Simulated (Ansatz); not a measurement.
`COBF` → `CB(O)F`  (isomerisation)

Program: Ansatz. Geometries: PBE0-D4/def2-TZVP. ΔE: electronic, gas phase. CBS: MP2 limit from def2 TZ/QZ plus the TZ coupled-cluster correction, frozen cores. Functionals use def2-TZVPP. B3LYP here is the variant with VWN-RPA as its local correlation; programs differ in this. HSE06 is defined as in plane-wave codes. Each species was taken in one conformer, which may not be the lowest.

Q: Is it downhill or uphill in electronic energy at CCSD(T)/CBS, and by how much? (Estimate.)

A: Ansatz gave: Downhill: ΔE = -1.11 eV.

Q: What do these levels give: B97M-V, B3LYP-D4, HSE06-D4, ωB97M-V, PBE-QIDH, PBE, r2SCAN, PBE0, r2SCANh, HSE06, CCSD/def2-SVP, MP2/def2-TZVPP? (An estimate is asked.)

A: The calculation gave: B97M-V -1.16, B3LYP-D4 -1.04, HSE06-D4 -1.12, ωB97M-V -1.11, PBE-QIDH -1.13, PBE -1.09, r2SCAN -1.13, PBE0 -1.12, r2SCANh -1.14, HSE06 -1.11, CCSD/def2-SVP -1.04, MP2/def2-TZVPP -1.13 eV.

Largest T1 diagnostic among the species: 0.013.

At CCSD(T), def2-SVP lies +0.07 eV from the extrapolated value and def2-TZVPP +0.02 eV. From BLYP to BHLYP (50 % exact exchange), in def2-TZVPP and without D4, ΔE moves by −0.05 eV. Leaving LDA and LC-ωPBE aside and taking each functional with its dispersion term where it has one, the values, not all of them listed here, spread over 0.15 eV, from B97M-V to BLYP-D4. LDA lies −0.04 eV from PBE without D4.
